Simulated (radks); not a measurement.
The calcium ion Ca2+, 18 electrons, occupied as [Ar].

All-electron calculation, non-relativistic Kohn-Sham, LDA (Slater exchange, Perdew-Wang correlation), spin-polarised, spherical densities, point nucleus. Program: a radial shooting solver on a logarithmic mesh with Libxc functionals.

Energy parts (hartree):
| part | energy |
|---|---|
| total | -675.06175 |
| kinetic | 674.01213 |
| electron-nucleus | -1589.83905 |
| Hartree | 274.57417 |
| exchange-correlation | -33.80899 |

Orbitals (lengths in bohr, moments of r in powers of bohr; r(max) is where P^2 peaks):
orbital  occ.  eigenvalue (hartree)      <r>   r(max)
1s          2             -144.5072  0.07754  0.05092
2s          2             -15.61560   0.3680   0.3029
2p          6             -12.85430   0.3292   0.2474
3s          2              -2.26410    1.159   0.9976
3p          6              -1.58461    1.259    1.045

The highest occupied level is 3p at -43.119 eV. Summed over all electrons, <r^2> = 15.44 bohr^2, which gives a Langevin (diamagnetic) susceptibility term of -12.2 x 10^-6 cm^3/mol. The density falls to 0.001 e/bohr^3 at r = 2.99 bohr. Virial ratio -V/T = 2.00156. The electron density at the nucleus is 5291 e/bohr^3.
